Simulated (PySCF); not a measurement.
Si(H)(OMe)2(SeH), C₂H₈O₂SeSi, SMILES O([SiH](OC)[SeH])C, singlet (CAM-B3LYP/def2-SVP optimised geometry):

```
14

Si    -1.484     0.540     0.000
Se    -2.105    -0.606     1.885
O     -2.004    -0.178    -1.377
C     -1.757    -1.497    -1.800
O      0.163     0.540     0.000
C      1.038     1.130     0.926
H     -2.071     1.897     0.000
H     -3.489    -0.117     1.811
H     -2.045    -2.229    -1.026
H     -0.692    -1.646    -2.044
H     -2.353    -1.692    -2.703
H      2.071     0.883     0.642
H      0.939     2.229     0.936
H      0.862     0.760     1.951
```

Method: CAM-B3LYP/def2-TZVP (PySCF).

Question: What are the frontier orbital energies and the dipole moment?

Answer: HOMO-2 -9.94 eV, HOMO-1 -9.35 eV, HOMO -8.39 eV, LUMO 1.13 eV, LUMO+1 1.83 eV; dipole moment 0.61 D.

On the same geometry PBE/def2-TZVP in PySCF gives HOMO-2 -6.91 eV, HOMO-1 -6.68 eV, HOMO -5.94 eV, LUMO -0.76 eV, LUMO+1 0.02 eV; dipole moment 0.58 D.

Meta-Löwdin charges at CAM-B3LYP/def2-TZVP: Si1 1.13, Se2 -0.29, O3 -0.61, C4 -0.11, O5 -0.63, C6 -0.10, H7 -0.13, H8 0.07, H9 0.11, H10 0.11, H11 0.12, H12 0.12, H13 0.10, H14 0.11.
